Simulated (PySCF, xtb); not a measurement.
VOBr, SMILES [V]([Br])=[O] (connectivity only; charge and spin as stated), neutral, multiplicity 3.

Harmonic wavenumbers (cm⁻¹) from GFN2-xTB (xtb) at its own minimum, in rising order: 163, 333, 1030.

What does PBE-D3(BJ)/def2-TZVP in PySCF give at its own minimum? (Estimate from the structure and the level; the computed values follow.)

119, 318, 1038. Paired by order, the mean absolute difference is 23 cm⁻¹ and the zero-point energies are 2.2 and 2.1 kcal/mol.
